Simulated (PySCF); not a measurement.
# Spectroscopy problems

Theoretical values (PySCF 2.14): NMR shieldings at PBE0/pcSseg-1/GIAO, GFN2-xTB structure. Non-relativistic Hamiltonian, no solvent model, single conformer, one averaged value for each set of equivalent atoms.

Referencing at the same level of theory: ¹H and ¹³C vs TMS. Splittings of carbon signals by F and P are missing where no couplings were computed. Where no couplings were computed, multiplicities follow the n + 1 count of equivalent neighbours, and m marks all less simple cases (inequivalent or close neighbours, rings, F or P nearby). Shifts are as computed. Against solution values, carbons near 30 ppm lie about +3 ppm off and those near 130 ppm about +5 ppm; carbons on Cl a further +6 ppm. Of 1211 compounds with measured shifts, 218 miss one by over three times the rms of a fit or turn the order of signals round; such compounds aren't used in these exercises. Carbons bonded to Cl come out too deshielded.

Question: C$_{4}$H$_{15}$N$_{2}$PSi$_{2}$. ¹H NMR (400 MHz, computed): δ 4.76 (m, 6H), 2.97 (s, 6H), 2.61 (m, 3H). ¹³C{¹H} NMR (computed): δ 214.7, 42.8, 18.0. Identify the compound.

Answer: SMILES C/C(=P\N([SiH3])[SiH3])N(C)C. 3 carbon signals for 4 carbons: some carbons are equivalent by symmetry or fast rotation. Carbon types of the structure: 1 × C, 3 × CH3, leaving 6 H on heteroatoms. δC 214.7: carbon double-bonded to a heavier main-group atom. δC 42.8: methyl carbon bonded to N; pulled downfield by the heteroatom. δC 18.0: methyl carbon; a saturated carbon with 1 carbon neighbour and no heteroatom attached. δH 2.97: hydrogen on a methyl carbon bonded to N; its carbon carries N, which withdraws density.

The data come from this structure; uniqueness wasn't tested.

Question: C$_{6}$H$_{7}$Cl$_{3}$O. ¹H NMR (600 MHz, computed): δ 4.52 (m, 2H), 2.96 (m, 2H), 2.12 (s, 3H). ¹³C{¹H} NMR (computed): δ 159.3 (C), 116.9 (C), 114.0 (C), 69.3 (CH2), 42.9 (CH2), 15.9 (CH3). Give a structure.

Answer: `CC1=C(C(Cl)(Cl)Cl)OCC1`. The formula gives 2 degrees of unsaturation (1 ring in the answer). 6 carbon signals for 6 carbons: no two carbons are equivalent. Carbon types of the structure: 3 × C, 2 × CH2, 1 × CH3, which accounts for all hydrogens. δC 159.3: alkene carbon bearing oxygen; an sp2 carbon further deshielded by the attached heteroatom. δC 116.9: β carbon of an enol-ether or enamine type C=C. δC 114.0: allylic fully substituted sp3 carbon bonded to 3 Cl; 3 electronegative neighbours deshield it. δC 69.3: sp3 CH2 bonded to O; deshielded by the electronegative neighbour.

The data come from this structure; uniqueness wasn't tested.

Question: C$_{5}$H$_{3}$ClO$_{2}$. ¹H NMR (400 MHz, computed): δ 7.23 (s, 1H), 2.89 (s, 2H). ¹³C{¹H} NMR (computed): δ 200.0, 199.0, 171.1, 152.2, 45.2. Identify the compound.

Answer: SMILES O=C1C=C(Cl)C(=O)C1. Rings plus π bonds: 4 (1 ring in the answer). 5 carbon signals for 5 carbons: no two carbons are equivalent. Carbon types of the structure: 3 × C, 1 × CH, 1 × CH2, which accounts for all hydrogens. δC 200.0, 199.0: ketone carbonyl carbon; the double bond to the heteroatom, with no lone-pair donor beside it, deshields it most. δC 171.1, 152.2: β carbon of a C=C–C=O unit; conjugation with the carbonyl draws π density from the β position. δC 45.2: sp3 CH2 α to a carbonyl; the adjacent C=O deshields it moderately. δH 2.89: hydrogen on an sp3 CH2 α to a carbonyl; α to C=O.

The data come from this structure; uniqueness wasn't tested.
